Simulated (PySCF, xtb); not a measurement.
C4H10BN, SMILES C=CB(C)NC. The values are those of a single conformer.

Harmonic wavenumbers (cm⁻¹) from GFN2-xTB in xtb 6.7.1 at its own minimum, in rising order: 70, 83, 153, 181, 190, 239, 254, 410, 504, 594, 675, 695, 860, 866, 917, 1009, 1042, 1058, 1082, 1114, 1150, 1290, 1329, 1394, 1411, 1429, 1474, 1484, 1502, 1504, 1519, 1675, 2935, 2960, 3003, 3014, 3018, 3030, 3042, 3063, 3088, 3416.

Question: What does PySCF with PBE-D3(BJ)/def2-SVP give at its own minimum? (Estimate from the structure and the level; the computed values follow.)

Answer: 94, 119, 156, 194, 214, 256, 279, 412, 517, 592, 664, 685, 803, 857, 929, 982, 1019, 1039, 1069, 1102, 1148, 1250, 1274, 1305, 1382, 1389, 1390, 1404, 1416, 1426, 1508, 1634, 2939, 2956, 3002, 3032, 3036, 3048, 3049, 3081, 3133, 3495. Paired by order, the mean absolute difference is 28 cm⁻¹ and the zero-point energies are 85.4 and 84.7 kcal/mol.
